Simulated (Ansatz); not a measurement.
## BGeNH6 (SMILES B[NH][GeH3]): the vertical ionisation energy from total energies

The species is BGeNH6 (9 atoms), meant as a singlet with charge 0. SMILES: `B[NH][GeH3]`. The coordinates come from a PBE0-D4/def2-TZVP relaxation.

Both states at this one shape; open shells run unrestricted unless said. 1 Eh = 27.2114 eV.

| level | program | singlet BGeNH6 (Eh) | doublet [BGeNH6]+ (Eh) |
| --- | --- | --- | --- |
| HF/STO-3G | Ansatz | -2133.420870 | -2133.164765 |
| revPBE/6-31G* (spherical functions) | Ansatz | -2159.753135 | -2159.384576 |
| CCSD(T)/6-31G* (spherical functions), 11 core orbitals frozen | Ansatz | -2158.245658 | -2157.873072 |

Work out the vertical ionisation energy at each level.


1. HF/STO-3G: -2133.164765 − (-2133.420870) = 0.256105 Eh = 6.97 eV.
2. revPBE/6-31G* (spherical functions): -2159.384576 − (-2159.753135) = 0.368559 Eh = 10.03 eV.
3. CCSD(T)/6-31G* (spherical functions): -2157.873072 − (-2158.245658) = 0.372586 Eh = 10.14 eV.

No measured value is set beside it here; the levels span 6.97 to 10.14 eV. Hartree–Fock favours the state with fewer electron pairs, since it lacks pair correlation. Minimal sets are far from the basis-set limit. All-electron rows are non-relativistic unless named.
